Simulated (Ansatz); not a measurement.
`[BH2][SbH][TeH]`. The species carries charge 0 and has multiplicity 1. Sb, Te takes the def2 core potential. All single points use the PBE0-D4/def2-TZVP geometry.

```xyz
7

B    -0.337   -1.054    1.121
Sb   -0.384   -0.331   -0.964
Te    0.636    2.164   -0.424
H    -0.751   -0.358    1.996
H    -0.003   -2.178    1.345
H     1.081   -1.080   -1.414
H    -0.241    2.838   -1.659
```

**Question.** What is the dipole moment at PBE/def2-TZVPP? (An estimate is asked.)

**Answer.** Computed: 0.65 D, with components (-0.36, -0.47, -0.26) D in this frame, pointing from negative to positive charge.

**Question.** And with r2SCAN, B3LYP, ωB97M-V? (An estimate is asked.)

**Answer.** Computed: r2SCAN 0.73 D, B3LYP 0.78 D, ωB97M-V 0.88 D.

**Question.** Give the Mulliken charges with PBE, r2SCAN, B3LYP in def2-TZVPP. (Estimate.)

**Answer.** The calculation gave: 
```csv
atom,PBE,r2SCAN,B3LYP
B1,-0.18,-0.15,-0.20
Sb2,0.27,0.30,0.29
Te3,-0.09,-0.11,-0.09
H4,0.05,0.03,0.06
H5,0.04,0.02,0.06
H6,-0.07,-0.09,-0.09
H7,-0.01,-0.01,-0.02
```

B3LYP here is the variant with VWN-RPA as its local correlation; programs differ in this.
